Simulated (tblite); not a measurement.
Species: C4H10B2F2O2.
SMILES with atom numbers: `[CH3:1][O:2][C:3]([CH3:4])([BH:5][B:6]([F:7])[F:8])[O:9][CH3:10]` (hydrogens: H11, H12, H13 on C1; H14, H15, H16 on C4; H17 on B5; H18, H19, H20 on C10)

Computed with GFN2-xTB (tblite), gas phase: L-BFGS steps from a force-field or distance-geometry start until the largest atomic force falls under 0.01 eV/Å.

Step 38: E = -919.2764 eV
```
atom  x, y, z in Å  |  force x, y, z in eV/Å
C1     -0.2594   -1.6440   -1.3751    0.022   0.063   0.014
O2     -0.2524   -1.1455   -0.0561   -0.053  -0.015   0.057
C3     -0.0506    0.2526    0.0666    0.059  -0.068  -0.022
C4      0.2086    0.4956    1.5898   -0.033   0.018   0.065
B5      1.3411    0.8865   -0.3389   -0.009  -0.043   0.000
B6      2.7590   -0.0035   -0.3177   -0.055  -0.071  -0.030
F7      3.7109    0.0667   -1.2368   -0.008  -0.018  -0.084
F8      3.0885   -0.8705    0.6346    0.002   0.096   0.003
O9     -1.1623    0.9758   -0.4129    0.073   0.009  -0.034
C10    -2.4121    0.7169    0.1986   -0.007  -0.016  -0.005
H11    -1.0671   -1.1979   -1.9623   -0.031  -0.010  -0.018
H12    -0.3990   -2.7236   -1.3047   -0.052   0.111   0.073
H13     0.6919   -1.4396   -1.8774    0.092   0.065   0.004
H14     1.1260    0.0155    1.9157   -0.056  -0.080  -0.026
H15     0.2589    1.5543    1.8195   -0.086   0.067  -0.041
H16    -0.6209    0.0473    2.1281   -0.025  -0.047   0.045
H17     1.2885    2.0410   -0.4964    0.082   0.043  -0.007
H18    -3.1760    1.0303   -0.5079   -0.017  -0.006  -0.140
H19    -2.5319   -0.3433    0.4153   -0.013  -0.133   0.027
H20    -2.5470    1.2960    1.1149    0.113   0.034   0.120
```

Step 39: E = -919.2816 eV
```
atom  x, y, z in Å  |  force x, y, z in eV/Å
C1     -0.2554   -1.6409   -1.3768    0.017   0.035   0.031
O2     -0.2411   -1.1489   -0.0551   -0.036  -0.039   0.102
C3     -0.0448    0.2503    0.0731    0.039  -0.062  -0.130
C4      0.2009    0.5006    1.5942   -0.054  -0.005   0.070
B5      1.3448    0.8904   -0.3364   -0.013  -0.087   0.041
B6      2.7557   -0.0084   -0.3211    0.132  -0.056  -0.142
F7      3.6947    0.0498   -1.2634   -0.152  -0.050   0.079
F8      3.1016   -0.8634    0.6367   -0.020   0.137  -0.056
O9     -1.1577    0.9633   -0.4164    0.044   0.095  -0.070
C10    -2.4076    0.7141    0.1970   -0.016  -0.030   0.013
H11    -1.0677   -1.1908   -1.9553    0.017   0.011  -0.035
H12    -0.4029   -2.7209   -1.3146   -0.032   0.131   0.099
H13     0.6982   -1.4413   -1.8780    0.042   0.077  -0.012
H14     1.1123    0.0196    1.9319   -0.006  -0.070  -0.027
H15     0.2459    1.5611    1.8180   -0.072   0.041  -0.038
H16    -0.6331    0.0524    2.1236   -0.055  -0.048   0.082
H17     1.2937    2.0459   -0.4849    0.077   0.036  -0.020
H18    -3.1736    1.0308   -0.5058    0.006   0.001  -0.143
H19    -2.5331   -0.3442    0.4155   -0.023  -0.180   0.027
H20    -2.5361    1.2911    1.1149    0.105   0.064   0.129
```

Step 40: E = -919.2876 eV
```
atom  x, y, z in Å  |  force x, y, z in eV/Å
C1     -0.2554   -1.6331   -1.3758    0.007   0.021   0.047
O2     -0.2315   -1.1527   -0.0491   -0.012  -0.047   0.075
C3     -0.0357    0.2468    0.0799   -0.045  -0.025  -0.142
C4      0.1904    0.5046    1.6016   -0.053  -0.039   0.030
B5      1.3496    0.8883   -0.3436   -0.010  -0.083   0.086
B6      2.7568   -0.0151   -0.3281    0.097  -0.014  -0.063
F7      3.6873    0.0424   -1.2739   -0.058  -0.061  -0.020
F8      3.1149   -0.8594    0.6347   -0.043   0.125  -0.046
O9     -1.1498    0.9524   -0.4202   -0.026   0.126  -0.058
C10    -2.4011    0.7092    0.1957   -0.019  -0.043   0.031
H11    -1.0760   -1.1803   -1.9426    0.085   0.031  -0.034
H12    -0.4077   -2.7127   -1.3242   -0.008   0.106   0.117
H13     0.6993   -1.4315   -1.8774   -0.027   0.077  -0.022
H14     1.0960    0.0217    1.9512    0.024  -0.033  -0.028
H15     0.2278    1.5677    1.8182   -0.048  -0.004  -0.031
H16    -0.6490    0.0537    2.1195   -0.069  -0.034   0.102
H17     1.3014    2.0449   -0.4957    0.069  -0.008  -0.018
H18    -3.1686    1.0283   -0.5074    0.061  -0.009  -0.089
H19    -2.5310   -0.3497    0.4170   -0.017  -0.134   0.003
H20    -2.5229    1.2853    1.1172    0.091   0.051   0.060
```

Step 41: E = -919.2938 eV
```
atom  x, y, z in Å  |  force x, y, z in eV/Å
C1     -0.2484   -1.6298   -1.3774    0.000   0.003   0.055
O2     -0.2211   -1.1567   -0.0477    0.001  -0.001   0.042
C3     -0.0317    0.2437    0.0816   -0.091   0.026  -0.087
C4      0.1819    0.5089    1.6059   -0.059  -0.066  -0.020
B5      1.3520    0.8921   -0.3337    0.013  -0.056   0.063
B6      2.7529   -0.0193   -0.3351    0.160   0.010  -0.084
F7      3.6625    0.0164   -1.3049   -0.105  -0.073   0.038
F8      3.1291   -0.8453    0.6366   -0.045   0.123  -0.067
O9     -1.1464    0.9433   -0.4258   -0.080   0.100  -0.028
C10    -2.3985    0.7057    0.1952   -0.007  -0.045   0.034
H11    -1.0703   -1.1745   -1.9409    0.119   0.063  -0.032
H12    -0.4124   -2.7064   -1.3268    0.018   0.048   0.106
H13     0.7090   -1.4351   -1.8798   -0.085   0.076   0.001
H14     1.0836    0.0232    1.9628    0.031   0.010  -0.026
H15     0.2145    1.5753    1.8130   -0.028  -0.066  -0.012
H16    -0.6610    0.0583    2.1190   -0.063  -0.018   0.095
H17     1.3075    2.0528   -0.4735    0.059  -0.073  -0.018
H18    -3.1651    1.0301   -0.5099    0.102  -0.023  -0.012
H19    -2.5351   -0.3548    0.4178    0.001  -0.050  -0.022
H20    -2.5083    1.2828    1.1206    0.060   0.012  -0.029
```

Q: Estimate the geometry and energy of step 42. (The exact step hangs on the optimiser's Hessian estimate; all steps are aligned on step 41, rigid shifts and turns removed.)

A: E = -919.2995 eV, largest force 0.150 eV/Å
```
atom  x, y, z in Å  |  force x, y, z in eV/Å
C1     -0.2420   -1.6269   -1.3776   -0.011  -0.002   0.050
O2     -0.2127   -1.1598   -0.0460   -0.007   0.062  -0.014
C3     -0.0305    0.2416    0.0810   -0.096   0.074   0.026
C4      0.1736    0.5110    1.6091   -0.057  -0.075  -0.059
B5      1.3535    0.8943   -0.3231    0.030  -0.009   0.014
B6      2.7503   -0.0216   -0.3428    0.106   0.036  -0.037
F7      3.6385   -0.0087   -1.3300   -0.060  -0.066  -0.015
F8      3.1412   -0.8301    0.6365   -0.027   0.082  -0.034
O9     -1.1452    0.9378   -0.4315   -0.092   0.024   0.018
C10    -2.3963    0.7019    0.1953    0.007  -0.031   0.018
H11    -1.0622   -1.1688   -1.9417    0.122   0.086  -0.017
H12    -0.4162   -2.6998   -1.3253    0.036  -0.028   0.081
H13     0.7161   -1.4370   -1.8823   -0.104   0.067   0.029
H14     1.0739    0.0240    1.9709    0.010   0.049  -0.034
H15     0.2030    1.5801    1.8077   -0.013  -0.112   0.010
H16    -0.6716    0.0618    2.1220   -0.037  -0.004   0.062
H17     1.3142    2.0587   -0.4538    0.045  -0.129  -0.012
H18    -3.1596    1.0314   -0.5129    0.101  -0.034   0.057
H19    -2.5390   -0.3605    0.4184    0.026   0.039  -0.045
H20    -2.4944    1.2812    1.1232    0.021  -0.030  -0.099
```

The energy changes by -0.0057 eV. The first-order estimate −F·Δx gives -0.0081 eV and the mean of the old and new forces, exact on a quadratic surface, -0.0057 eV. The step makes an angle of 75° with the force vector and moves no atom by more than 0.043 Å.

What follows is the cost of the whole relaxation. The run took 1.3 s on one thread, Arm Neoverse N1 (aarch64), shared host with 64 logical CPUs at a one-minute load of 62.
